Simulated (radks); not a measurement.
The numbers below are computed, except where a source is named.
All-electron atom: Mo+ in [Kr] 4d5.

Level of theory: scalar-relativistic Kohn-Sham, PBE, spin-polarised, spherical densities, finite nucleus; open shells are filled with parallel spins first (spin-orbit coupling, left out, can overturn this in heavy ions); Fermi nuclear charge, rms radius 4.4091 fm (a radial shooting solver on a logarithmic mesh with Libxc functionals).

Energy parts (hartree):
| part | energy |
|---|---|
| total | -4048.45803 |
| kinetic | 4174.18737 |
| electron-nucleus | -9747.35706 |
| Hartree | 1648.21806 |
| exchange-correlation | -123.50639 |

Orbitals (lengths in bohr, moments of r in powers of bohr):
orbital,occ.,eigenvalue (hartree),<r>
1s down,1,-728.6716,0.03517
1s up,1,-728.6709,0.03517
2s up,1,-103.1125,0.1537
2s down,1,-103.0944,0.1537
2p up,3,-92.20357,0.1340
2p down,3,-92.19027,0.1339
3s up,1,-17.73972,0.4289
3s down,1,-17.73051,0.4289
3p up,3,-14.16549,0.4306
3p down,3,-14.15509,0.4306
3d up,5,-8.35201,0.4154
3d down,5,-8.33551,0.4152
4s up,1,-2.63936,1.113
4s down,1,-2.53840,1.104
4p up,3,-1.69597,1.244
4p down,3,-1.58291,1.233
4d up,5,-0.41984,1.866
4d down,0,-0.29685,1.921

The highest occupied level is 4d up at -11.424 eV. Summed over all electrons, <r^2> = 38.53 bohr^2, which gives a Langevin (diamagnetic) susceptibility term of -30.5 x 10^-6 cm^3/mol. The spin density at the nucleus is -3.856 e/bohr^3 (1s -0.015, 2s -0.897, 3s 0.523, 4s -3.467).
